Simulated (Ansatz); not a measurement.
Ti2O4⁺, relaxed as a doublet with UKS r2SCAN-D4/def2-SVP in Ansatz, starting from the GFN2-xTB geometry. Force threshold 0.02 eV/Å.

The structure holds 1 bond(s) between oxygen atoms. The relaxation made no stability test and no search for a lower SCF solution. No other spin state of charge 1 was run. Another isomer (doublet) lies 1.28 eV lower at PBE0-D4/def2-TZVP; other spin states weren't run for this one.

Start:

| atom | x (Å) | y (Å) | z (Å) |
| --- | --- | --- | --- |
| Ti1 | 0.4800 | 1.1691 | -0.3296 |
| Ti2 | -0.3744 | -1.4829 | -0.3971 |
| O3 | 0.3556 | 0.4507 | 1.3337 |
| O4 | 0.9452 | -0.4933 | -1.0742 |
| O5 | -0.3155 | -0.7889 | 1.2665 |
| O6 | -1.0910 | 1.1452 | -0.7992 |

```json
{"step": "1", "energy (eV)": "-54396.7004", "largest force component (eV/Å)": "1.222", "SCF passes": "115"}
{"step": "2", "energy (eV)": "-54397.1025", "largest force component (eV/Å)": "1.174", "SCF passes": "50"}
{"step": "3", "energy (eV)": "-54397.4778", "largest force component (eV/Å)": "1.441", "SCF passes": "43"}
{"step": "4", "energy (eV)": "-54397.8538", "largest force component (eV/Å)": "0.852", "SCF passes": "39"}
{"step": "5 (rejected)", "energy (eV)": "-54397.7488", "largest force component (eV/Å)": "0.851", "SCF passes": "34"}
{"step": "6", "energy (eV)": "-54397.8617", "largest force component (eV/Å)": "0.881", "SCF passes": "34"}
{"step": "7", "energy (eV)": "-54397.8924", "largest force component (eV/Å)": "0.229", "SCF passes": "29"}
{"step": "8", "energy (eV)": "-54397.8945", "largest force component (eV/Å)": "0.020", "SCF passes": "28"}
```

Force components are those of the run's own axes.

End:

```xyz
6

Ti    0.551    1.105   -0.323
Ti   -0.591   -1.006   -0.518
O     0.393    0.451    1.394
O     1.057   -0.476   -1.039
O    -0.266   -0.767    1.282
O    -1.144    0.693   -0.796
```

By distances, no bond broke or formed. The bond that changes most is Ti2–O6, from 2.75 to 1.81 Å (atoms count from 1).

No frequencies were taken in this run, so the end may be a saddle point.

Hardware: 4 threads of Arm Neoverse V2 on a shared host. Wall time 50 s.
